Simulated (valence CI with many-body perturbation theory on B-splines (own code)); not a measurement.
# Ladder of approximations for I³⁹⁺

Calculated by configuration interaction combined with many-body perturbation theory (CI+MBPT): four valence electrons over a frozen Dirac-Fock core [Ne], radial functions for each j: 11 s, 11 p, 9 d, 7 f, 5 g, 2 h, 1 i, with the one-electron correlation potential Σ1 (screened to all orders), the two-electron term Σ2, the three-electron term Σ3, Breit, model QED; selected single and double excitations, second order for the rest (own B-spline code, finite nucleus).

No measured spectrum was set against this ion. As an estimate, large intervals hold to a few tenths of a per cent, small ones and those within an open d or f shell to about a per cent.

Each rung adds one term. CI alone is the Dirac-Coulomb CI over the frozen core; QED comes last and gives the full result, which names the levels. Energies are above (3s^2 3p1/2^2) J=0 on the same rung, in cm⁻¹.

Levels are named by their leading jj configuration (3d3/2^4 stands for four electrons in 3d with j = 3/2), which in mixed levels can hold well under half, so a name can repeat and another be missing. Letters in brackets count levels of one name in rising energy.

| Level | CI alone | Σ1 | Σ2 | Σ3 | Breit | QED | Full |
| --- | --- | --- | --- | --- | --- | --- | --- |
| (3s^2 3p1/2 3p3/2) J=1 | 548532 | +629 | +575 | +134 | -8750 | +1051 | 542171 |
| (3s^2 3p1/2 3p3/2) J=2 | 600457 | +639 | +314 | +28 | -10083 | +1087 | 592441 |
| (3s^2 3p3/2^2) J=2 | 1184830 | +1258 | +883 | +69 | -18144 | +2054 | 1170950 |
| (3s^2 3p3/2^2) J=0 | 1294360 | +1262 | +426 | -183 | -16779 | +1980 | 1281070 |
| (3s 3p1/2^2 3p3/2) J=2 | 1350470 | -1061 | +738 | +493 | -1379 | -9219 | 1340040 |
| (3s 3p1/2^2 3p3/2) J=1 | 1508360 | -1038 | -933 | +332 | -1766 | -8394 | 1496560 |
| (3s^2 3p1/2 3d3/2) J=2 | 1713820 | -900 | -851 | -133 | -13420 | -595 | 1697920 |
| (3s 3p1/2 3p3/2^2) J=2 [a] | 1817860 | -434 | +1320 | +502 | -11645 | -5705 | 1801890 |
| (3s^2 3p1/2 3d5/2) J=3 | 1890260 | -376 | +166 | +156 | -16124 | -3431 | 1870650 |
| (3s^2 3p1/2 3d3/2) J=1 | 1926280 | -914 | -5229 | -819 | -10749 | -2069 | 1906500 |
| (3s^2 3p1/2 3d5/2) J=2 | 2017280 | -409 | -2740 | -404 | -14370 | -3082 | 1996270 |
| (3s 3p1/2 3p3/2^2) J=3 | 2030460 | -385 | -1304 | -180 | -15283 | -4305 | 2009000 |
| (3s 3p1/2 3p3/2^2) J=0 | 2046370 | -445 | +573 | +318 | -8825 | -7648 | 2030340 |
| (3s 3p1/2 3p3/2^2) J=1 [a] | 2111370 | -430 | -655 | +205 | -10669 | -7147 | 2092670 |
| (3s 3p1/2 3p3/2^2) J=2 [b] | 2148330 | -433 | -2553 | +34 | -12306 | -6159 | 2126920 |
| (3s 3p1/2 3p3/2^2) J=1 [b] | 2198840 | -476 | -4118 | +9 | -8908 | -8209 | 2177140 |
| (3s^2 3p3/2 3d5/2) J=2 | 2453350 | +254 | +304 | +128 | -24279 | -1314 | 2428440 |
| (3s^2 3p3/2 3d5/2) J=4 | 2472000 | +301 | -455 | -254 | -27951 | +1033 | 2444670 |
| (3s^2 3p3/2 3d3/2) J=2 | 2472350 | -336 | -5172 | -661 | -19418 | -1490 | 2445270 |

The middle columns are the shifts that each term adds.

Question: How does the ionisation energy move along the ladder, and which term matters most?

Answer: CI alone 2839.9, + Σ1 2840.9, + Σ2 2840.9, + Σ3 2840.7, + Breit 2837.8, + QED 2837.9 eV. The largest step is Breit, -2.9 eV. NIST lists 2836 ± 4 eV (theoretical).
